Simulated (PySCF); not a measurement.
# ECD: `InChI=1S/C5H11NOS/c1-4-5(3-6-4)8(2)7/h4-6H,3H2,1-2H3/t4-,5-,8+/m1/s1`

Geometry:
```csv
atom,x (Å),y (Å),z (Å)
C1,-1.430,-1.685,-0.212
C2,-1.243,-0.302,-0.817
N3,-1.930,0.799,-0.123
C4,-0.675,1.278,0.458
C5,0.104,0.369,-0.492
S6,1.369,-0.718,0.313
C7,2.553,0.668,0.621
O8,1.959,-1.512,-0.765
H9,-0.724,-2.381,-0.658
H10,-2.441,-2.041,-0.399
H11,-1.259,-1.659,0.863
H12,-1.499,-0.323,-1.882
H13,-2.652,0.522,0.532
H14,-0.520,1.017,1.513
H15,-0.539,2.355,0.333
H16,0.572,0.863,-1.340
H17,2.848,1.102,-0.328
H18,2.075,1.404,1.257
H19,3.422,0.251,1.119
```

Theory: TDDFT CAM-B3LYP/def2-SVPD circular dichroism and optical rotation, one conformer, gas phase in PySCF. Geometry: GFN2-xTB.

The molecule is flexible and this is one conformer; a measurement averages over conformers.

Task: Assign R or S to each stereocentre.

Result: C2 R, C5 R, S6 S.

Task: List the lowest 8 singlet excitations with oscillator and rotatory strengths.

Result: Rotatory strengths R in 10⁻⁴⁰ esu² cm², velocity form and length form (origin at the centre of mass); f in length form.
| state | E (eV) | λ (nm) | f | R (velocity) | R (length) | main |
| --- | --- | --- | --- | --- | --- | --- |
| 1 | 5.92 | 209 | 0.027 | +49.4 | +50.0 | HOMO→LUMO+1 0.46, HOMO−1→LUMO+1 0.18 |
| 2 | 6.16 | 201 | 0.053 | -28.9 | -30.5 | HOMO→LUMO 0.22, HOMO−1→LUMO 0.12 |
| 3 | 6.22 | 199 | 0.005 | -16.6 | -16.7 | HOMO−1→LUMO+1 0.40, HOMO→LUMO 0.17 |
| 4 | 6.68 | 186 | 0.011 | -21.4 | -21.0 | HOMO→LUMO 0.21, HOMO→LUMO+3 0.17 |
| 5 | 6.71 | 185 | 0.016 | +5.2 | +8.3 | HOMO−1→LUMO+2 0.23, HOMO→LUMO 0.21 |
| 6 | 6.81 | 182 | 0.018 | -6.6 | -5.0 | HOMO→LUMO+3 0.35, HOMO→LUMO+2 0.33 |
| 7 | 6.95 | 179 | 0.007 | -13.0 | -12.3 | HOMO−1→LUMO 0.35, HOMO−2→LUMO+1 0.15 |
| 8 | 7.04 | 176 | 0.055 | +5.7 | +4.8 | HOMO−1→LUMO+3 0.48, HOMO−1→LUMO+2 0.20 |

Among the states computed, the strongest CD band (largest |R|) is state 1. The largest dissymmetry factor in size, g = 4R/(D+G), with D and G the electric and magnetic dipole strengths, is -0.028 for state 3 (velocity form, f = 0.006), among bands with |R| over 0.5. The mirror image has the same energies and oscillator strengths and all R with the opposite sign.
